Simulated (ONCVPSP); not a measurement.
## PBE ONCV dataset for Sb (Z = 51), scalar-relativistic all-electron reference.

Input for ONCVPSP 4.0.1:

```
# ATOM AND REFERENCE CONFIGURATION
# atsym  z   nc   nv     iexc    psfile
  Sb 51.00    6    5        4      upf
#
#   n    l    f
    1    0    2.00
    2    0    2.00
    2    1    6.00
    3    0    2.00
    3    1    6.00
    3    2   10.00
    4    0    2.00
    4    1    6.00
    4    2   10.00
    5    0    2.00
    5    1    3.00
#
# PSEUDOPOTENTIAL AND OPTIMIZATION
# lmax
    2
#
#   l,   rc,      ep,       ncon, nbas, qcut
    0    1.50    0.00    3    7   10.40
    1    1.50    0.00    3    6   10.40
    2    1.55    0.00    3    8    8.70
#
# LOCAL POTENTIAL
# lloc, lpopt,  rc(5),   dvloc0
    4    2    1.25    2.00
#
# VANDERBILT-KLEINMAN-BYLANDER PROJECTORs
# l, nproj, debl
    0    2    1.90
    1    2    2.60
    2    1    2.80
#
# MODEL CORE CHARGE
# icmod, fcfact, rcfact
    3    2.75    1.20
#
# LOG DERIVATIVE ANALYSIS
# epsh1, epsh2, depsh
   -7.00    5.00    0.04
#
# OUTPUT GRID
# rlmax, drl
    6.00    0.01
#
# TEST CONFIGURATIONS
# ncnf
    4
# nvcnf
#   n    l    f
    5
    4    0    2.00
    4    1    6.00
    4    2   10.00
    5    0    2.00
    5    1    2.00
#
    5
    4    0    2.00
    4    1    6.00
    4    2   10.00
    5    0    2.00
    5    1    1.00
#
    5
    4    0    2.00
    4    1    6.00
    4    2   10.00
    5    0    2.00
    5    1    0.00
#
    5
    4    0    2.00
    4    1    6.00
    4    2    9.00
    5    0    2.00
    5    1    4.00
#
```

Command:

```bash
oncvpsp.x < Sb.dat > Sb.out
```

The program printed (shortened: citation, most of the input echo, consistency checks and plot data are left out):

```
ONCVPSP  (Optimized Norm-Conservinng Vanderbilt PSeudopotential)
scalar-relativistic version 4.0.1

#   n    l    f        energy (Ha)
    1    0    2.00    -1.1137177E+03
    2    0    2.00    -1.6947481E+02
    2    1    6.00    -1.5214197E+02
    3    0    2.00    -3.3226150E+01
    3    1    6.00    -2.7576610E+01
    3    2   10.00    -1.8957814E+01
    4    0    2.00    -5.4695594E+00
    4    1    6.00    -3.7406078E+00
    4    2   10.00    -1.2313839E+00
    5    0    2.00    -4.7152657E-01
    5    1    3.00    -1.7742736E-01

Reference configufation results
  iterations    25
  all-electron total energy (Ha)   -6.48145081D+03

Begin loop to  construct optimized pseudo wave functions
and semi-local pseudopoentials for all angular momenta

Calculating optimized projector #   1

 for l=   0

    Fraction of norm inside rc  0.986198
    Optimizing pswf for qcut=  10.40 a_B^-1,  ecut=  54.03 Ha
    Residual kinetic energy error=  2.95D-08 Ha

    Energy error per electron        Cutoff
         Ha          eV             Ha
         0.01000     0.27211       25.13
         0.00100     0.02721       33.16
         0.00010     0.00272       39.46
         0.00001     0.00027       44.54

Calculating optimized projector #   2

 for l=   0

    Fraction of norm inside rc  0.153461
    Optimizing pswf for qcut=  10.40 a_B^-1,  ecut=  54.03 Ha
    Residual kinetic energy error=  3.06D-08 Ha

    Energy error per electron        Cutoff
         Ha          eV             Ha
         0.01000     0.27211       21.49
         0.00100     0.02721       31.24
         0.00010     0.00272       38.32
         0.00001     0.00027       43.91

Calculating optimized projector #   1

 for l=   1

    Fraction of norm inside rc  0.968645
    Optimizing pswf for qcut=  10.40 a_B^-1,  ecut=  54.03 Ha
    Residual kinetic energy error=  3.00D-08 Ha

    Energy error per electron        Cutoff
         Ha          eV             Ha
         0.01000     0.27211       21.02
         0.00100     0.02721       26.07
         0.00010     0.00272       30.24
         0.00001     0.00027       33.79

Calculating optimized projector #   2

 for l=   1

    Fraction of norm inside rc  0.061562
    Optimizing pswf for qcut=  10.40 a_B^-1,  ecut=  54.03 Ha
    Residual kinetic energy error=  1.62D-08 Ha

    Energy error per electron        Cutoff
         Ha          eV             Ha
         0.01000     0.27211       15.91
         0.00100     0.02721       21.46
         0.00010     0.00272       25.83
         0.00001     0.00027       30.15

Calculating optimized projector #   1

 for l=   2

    Fraction of norm inside rc  0.890152
    Optimizing pswf for qcut=   8.71 a_B^-1,  ecut=  37.94 Ha
    Residual kinetic energy error=  2.81D-05 Ha

    Energy error per electron        Cutoff
         Ha          eV             Ha
         0.01000     0.27211       26.83
         0.00100     0.02721       31.75
         0.00010     0.00272       35.52
         0.00001     0.00027       76.24

Construct Vanderbilt / Kleinmman-Bylander projectors

B matrix Hermiticity error, ll=   0
   1   2    1.0257E-03

  Orthonormal projector coefficients  6.3514E+00 -2.9766E+00

B matrix Hermiticity error, ll=   1
   1   2    4.8973E-04

  Orthonormal projector coefficients -4.6605E+00 -5.5652E-01

Model core correction analysis
  based on d2Exc/dn_idn_j

d2excae - all-electron derivatives

   -3.595605D-02   -3.283430D-02   -2.505915D-02   -2.733268D-03
   -1.465210D-03
   -3.283440D-02   -3.107527D-02   -2.515793D-02   -3.153296D-03
   -1.514802D-03
   -2.505932D-02   -2.515802D-02   -2.369498D-02   -6.398737D-03
   -2.920914D-03
   -2.733210D-03   -3.153160D-03   -6.398397D-03   -2.515822D-02
   -2.009702D-02
   -1.465216D-03   -1.514775D-03   -2.920766D-03   -2.009632D-02
   -2.193077D-02

d2excps - pseudofunction derivatives with no core correction

   -4.750811D-02   -3.772364D-02   -2.462809D-02   -4.355916D-03
   -1.978467D-03
   -3.772502D-02   -3.488771D-02   -2.605474D-02   -3.851292D-03
   -1.886990D-03
   -2.462830D-02   -2.605483D-02   -2.555045D-02   -6.299694D-03
   -2.923841D-03
   -4.356356D-03   -3.851201D-03   -6.299360D-03   -2.528300D-02
   -2.012598D-02
   -1.978614D-03   -1.886984D-03   -2.923692D-03   -2.012528D-02
   -2.194667D-02

rms 2nd derivative error    2.886624E-03

rmatch, rhocmatch    0.5276   44.7305

Teter function model core charge with specified parameters

d2excps - pseudofunction derivatives with core correction

   -3.716745D-02   -3.367344D-02   -2.378133D-02   -3.112453D-03
   -1.653793D-03
   -3.367352D-02   -3.236159D-02   -2.537820D-02   -3.387440D-03
   -1.691283D-03
   -2.378142D-02   -2.537824D-02   -2.537634D-02   -6.200896D-03
   -2.868645D-03
   -3.112414D-03   -3.387325D-03   -6.200561D-03   -2.513384D-02
   -2.008925D-02
   -1.653805D-03   -1.691265D-03   -2.868496D-03   -2.008855D-02
   -2.193186D-02

rms 2nd derivative error    6.733606E-04

Pseudoatom total energy -238.863148

Diagnostic tests using Vanderbilt-Kleinman-Bylander pseudopotentials
  1 or more projectors used as specified by nproj input data

   l    rcore       rmatch      e in        delta e   norm test  slope test

   0   1.5030359   1.5486713  -5.4695594   0.0000115   1.0003317   1.0002938
   0   1.5030359   1.5486713  -0.4715266   0.0000066   1.0000445   1.0000195

   1   1.5030359   1.5486713  -3.7406078  -0.0000193   1.0003287   1.0003138
   1   1.5030359   1.5486713  -0.1774274   0.0000083   1.0000499   1.0000377

   2   1.5579633   1.6052665  -1.2313839  -0.0000626   0.9999678   0.9999548

 Testing for bound ghosts
   n   l    E NL Schr. Eq   E Basis Diag.   E Cutoff

   1   0       -5.469548       -5.469545     84.86
   2   0       -0.471520       -0.450856     84.86

   2   1       -3.740627       -3.740622     69.57
   3   1       -0.177419       -0.106101     69.57

   3   2       -1.231446       -1.231339    106.90

 Testing for highly-localized positive-energy ghosts
       l    <radius>/rc     E Basis Diag.   E Cutoff

Test configuration 0

   n   l     f        eae           eps        diff
   1   0  2.0000-1113.71769235
   2   0  2.0000 -169.47480926
   2   1  6.0000 -152.14197159
   3   0  2.0000  -33.22614957
   3   1  6.0000  -27.57660970
   3   2 10.0000  -18.95781436
   4   0  2.0000   -5.46955942   -5.46954796    1.15D-05
   4   1  6.0000   -3.74060781   -3.74062712   -1.93D-05
   4   2 10.0000   -1.23138386   -1.23144644   -6.26D-05
   5   0  2.0000   -0.47152657   -0.47151992    6.65D-06
   5   1  3.0000   -0.17742736   -0.17741907    8.29D-06

    Total energies and differences
      AE_ref= -6.48145081D+03  AE_tst= -6.48145081D+03  dif=  0.00D+00
      PS_ref= -2.38863148D+02  PS_tst= -2.38863148D+02  dif= -2.23D-11
      PSP excitation error=  2.23D-11

Test configuration 1

   n   l     f        eae           eps        diff
   1   0  2.0000-1114.03413789
   2   0  2.0000 -169.78975401
   2   1  6.0000 -152.45709383
   3   0  2.0000  -33.54052377
   3   1  6.0000  -27.89099726
   3   2 10.0000  -19.27218047
   4   0  2.0000   -5.78291286   -5.78326367   -3.51D-04
   4   1  6.0000   -4.05387737   -4.05412998   -2.53D-04
   4   2 10.0000   -1.54373569   -1.54384015   -1.04D-04
   5   0  2.0000   -0.75847059   -0.75847778   -7.19D-06
   5   1  2.0000   -0.44074538   -0.44073886    6.52D-06

    Total energies and differences
      AE_ref= -6.48145081D+03  AE_tst= -6.48114516D+03  dif=  3.06D-01
      PS_ref= -2.38863148D+02  PS_tst= -2.38557427D+02  dif=  3.06D-01
      PSP excitation error= -6.64D-05

Test configuration 2

   n   l     f        eae           eps        diff
   1   0  2.0000-1114.40503870
   2   0  2.0000 -170.15759820
   2   1  6.0000 -152.82527887
   3   0  2.0000  -33.90719696
   3   1  6.0000  -28.25769439
   3   2 10.0000  -19.63884373
   4   0  2.0000   -6.14729266   -6.14850294   -1.21D-03
   4   1  6.0000   -4.41798677   -4.41878465   -7.98D-04
   4   2 10.0000   -1.90576267   -1.90597361   -2.11D-04
   5   0  2.0000   -1.08105357   -1.08112565   -7.21D-05
   5   1  1.0000   -0.73798249   -0.73800535   -2.29D-05

    Total energies and differences
      AE_ref= -6.48145081D+03  AE_tst= -6.48055833D+03  dif=  8.92D-01
      PS_ref= -2.38863148D+02  PS_tst= -2.37970446D+02  dif=  8.93D-01
      PSP excitation error= -2.19D-04

Test configuration 3

   n   l     f        eae           eps        diff
   1   0  2.0000-1114.82081685
   2   0  2.0000 -170.56853830
   2   1  6.0000 -153.23674348
   3   0  2.0000  -34.31627465
   3   1  6.0000  -28.66680760
   3   2 10.0000  -20.04791085
   4   0  2.0000   -6.55256835   -6.55526194   -2.69D-03
   4   1  6.0000   -4.82272418   -4.82447072   -1.75D-03
   4   2 10.0000   -2.30697675   -2.30740672   -4.30D-04
   5   0  2.0000   -1.42976855   -1.43000461   -2.36D-04

    Total energies and differences
      AE_ref= -6.48145081D+03  AE_tst= -6.47966114D+03  dif=  1.79D+00
      PS_ref= -2.38863148D+02  PS_tst= -2.37072973D+02  dif=  1.79D+00
      PSP excitation error= -5.07D-04

Test configuration 4

   n   l     f        eae           eps        diff
   1   0  2.0000-1114.02000865
   2   0  2.0000 -169.79431244
   2   1  6.0000 -152.46056889
   3   0  2.0000  -33.53229450
   3   1  6.0000  -27.88278763
   3   2 10.0000  -19.26670462
   4   0  2.0000   -5.73136979   -5.72892627    2.44D-03
   4   1  6.0000   -3.99104412   -3.98975378    1.29D-03
   4   2  9.0000   -1.45075373   -1.44690792    3.85D-03
   5   0  2.0000   -0.54040968   -0.54044442   -3.47D-05
   5   1  4.0000   -0.21678152   -0.21677755    3.96D-06

    Total energies and differences
      AE_ref= -6.48145081D+03  AE_tst= -6.48030719D+03  dif=  1.14D+00
      PS_ref= -2.38863148D+02  PS_tst= -2.37720904D+02  dif=  1.14D+00
      PSP excitation error=  1.38D-03
```

The run took about 6 s on one core of a shared server CPU.
